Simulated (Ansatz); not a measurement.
Ansatz (a first-principles code) input:

Ansatz 0.2 input:
```yaml
crystal:
  periodic: [false, false, false]
  atoms:
    - {symbol: Si, position_ang: [-0.63545652, -1.13438757, 0.11146307]}
    - {symbol: C, position_ang: [-1.90422895, 0.21630841, -0.15672528]}
    - {symbol: F, position_ang: [-0.56832715, -2.17102929, -1.09853522]}
    - {symbol: O, position_ang: [0.96191101, -0.40992071, -0.25758613]}
    - {symbol: Si, position_ang: [1.82397544, 1.02735680, 0.34564966]}
    - {symbol: H, position_ang: [-0.37137695, -1.84328464, 1.33800216]}
    - {symbol: H, position_ang: [-1.89263145, 0.56334149, -1.19228838]}
    - {symbol: H, position_ang: [-2.90931404, -0.15157519, 0.03987209]}
    - {symbol: H, position_ang: [-1.74901367, 1.07924262, 0.48702022]}
    - {symbol: H, position_ang: [1.14536682, 1.18011689, 1.62135538]}
    - {symbol: H, position_ang: [3.18476340, 0.51658068, 0.36819180]}
    - {symbol: H, position_ang: [1.49731092, 2.01562124, -0.67119915]}
    - {symbol: H, position_ang: [1.40133285, -0.88139082, -0.98001846]}
basis:
  gaussian:
    orbitals: def2-TZVP
hamiltonian:
  xc: b3lyp
  dispersion: d3bj
total_charge: 1
relax: {f_tol: 0.002, max_steps: 150}
```

Which total energy does the run end on?

-797.01792 Eh (B3LYP-D3(BJ)/def2-TZVP). The basis has 215 functions.

It need not be the lowest isomer of its formula.
